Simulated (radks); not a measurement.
Values are calculated unless marked as measured or tabulated.
Problem. Radial electron density D(r) = 4 pi r^2 rho(r) of an atom or ion with 14 electrons. Level of theory: scalar-relativistic Kohn-Sham, exchange-only LDA, spin-polarised, spherical densities, point nucleus (a radial shooting solver on a logarithmic mesh with Libxc functionals).

```
   r/bohr * D(r) (the largest magnitude, 81.2, reaches the edge; | marks zero)
 0.002753 |       *
 0.003417 |         *
  0.00424 |             *
 0.005305 |                  *
 0.006584 |                        *
 0.008171 |                              *
  0.01014 |                                    *
  0.01259 |                                          *
  0.01575 |                                              *
  0.01954 |                                              *
  0.02426 |                                            *
   0.0301 |                                        *
  0.03766 |                                      *
  0.04674 |                                         *
  0.05801 |                                                *
    0.072 |                                                      *
  0.08936 |                                                     *
   0.1118 |                                          *
   0.1387 |                          *
   0.1722 |                *
   0.2137 |              *
   0.2652 |             *
   0.3318 |        *
   0.4118 |  *
   0.5111 |*
   0.6344 *
   0.7873 *
```

What is the nuclear charge?

Solution. Z = 54. The innermost maximum, from 1s, lies near gamma/Z bohr with gamma = sqrt(1 - (Z/c)^2) = 0.919, here 0.017 bohr (found: 0.0183), and its height grows with Z. The density is that of the xenon ion Xe40+ in [Ne] 3s2 3p2; the configuration itself is not fixed sharply by these data, and Z only to a few units. D(r) has 2 maxima, at r = 0.0183, 0.0793 bohr, and minima at 0.0377 bohr, inside which lie 2.03 electrons.
